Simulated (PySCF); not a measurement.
**Electronic structure of B⁺ (boron, charge +1) at the UHF level**

Configuration: [He] 2s2, closed-shell 1S. Computed with PySCF 2.14 in jorge-DZP-DKH (4s2p1d, 15 functions), with the spin-free X2C one-electron Hamiltonian (Gaussian nucleus).

- Total energy: -24.241930 hartree
- One-electron energy: -30.3609 hartree
- Hartree (Coulomb) energy: 9.6117 hartree
- Exchange energy: -3.4927 hartree
- ⟨S²⟩: 0.0000
- ⟨L²⟩: 0.000
- Sum of ⟨r⟩: 4.262 bohr
- Sum of ⟨r²⟩: 8.060 bohr²
- Langevin diamagnetic susceptibility: -6.38 ×10⁻⁶ cm³/mol
- Time after the integrals: 0.03 s of wall time on 1 thread of Neoverse-V2 (shared host)

```json
{"shell": "1s", "electrons": "2", "mean orbital energy (hartree)": "-8.18757", "rms radius, mean of both spins (bohr)": "0.378"}
{"shell": "2s", "electrons": "2", "mean orbital energy (hartree)": "-0.87390", "rms radius, mean of both spins (bohr)": "1.97"}
```
